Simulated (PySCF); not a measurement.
Level of theory: PBE0 in PySCF with W def2-TZVP with ECP60, N def2-TZVP, F def2-TZVP; scalar-relativistic core potentials, no spin–orbit coupling; density-fitted integrals. Open shells, if any, are unrestricted.

Question: What shape and geometry does isolated doublet WNF2 take (every ligand bound to W)?

Answer: Formally W is in oxidation state +5, d1, with 1 unpaired electron. The Mulliken spin on W is 1.16. The polar-tensor charge on W, 1.71, is far below the formal one. The lowest minimum found is a doublet of Cs symmetry with W–F 1.864 Å (×2), W–N 1.655 Å; F–W–F 135.2°, F–W–N 107.3° (×2). Its harmonic wavenumbers are 99 (a'), 207 (a'), 331 (a''), 680 (a'), 692 (a''), 1160 (a') cm⁻¹ and its dipole moment is 2.81 D.

Other isomers or separated fragments may lie lower. With open d or f shells other occupations or spin states may lie lower. No spin–orbit coupling is included, which matters more the heavier the element.
